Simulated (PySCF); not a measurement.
**Au: excitation energy**

Au [Xe] 4f14 5d10 6s1 (2S) → Au [Xe] 4f14 5d9 6s1 6p1 (high-spin determinant), as a difference of total energies. Computed with PySCF 2.14 in x2c-TZVPPall (11s7p7d3f1g, 97 functions), with scalar relativity by spin-free X2C-1e. Correlated levels: valence and next inner shell: [Kr] 4d10 4f14 frozen. The calculations carry no spin-orbit coupling.

```csv
method,excitation energy (eV)
UHF,4.756
MP2 (valence and next inner shell),6.474
SCS-MP2 (valence and next inner shell),6.390
CCSD (valence and next inner shell),6.018
CCSD(T) (valence and next inner shell),6.112
```

Task: How much does correlation contribute at CCSD(T) (valence and next inner shell)?

Result: 6.112 − (4.756) = 1.356 eV, measured against UHF.

A first-order spin-orbit estimate (lowest level to lowest level, LS coupling) adds -0.401 eV.

The basis was made for the ground configuration and has no added diffuse functions, so the excitation energy can come out too high.

The determinant of the upper state mixes LS terms, which raises its energy above the lowest term, most at the Hartree-Fock and MP2 levels.
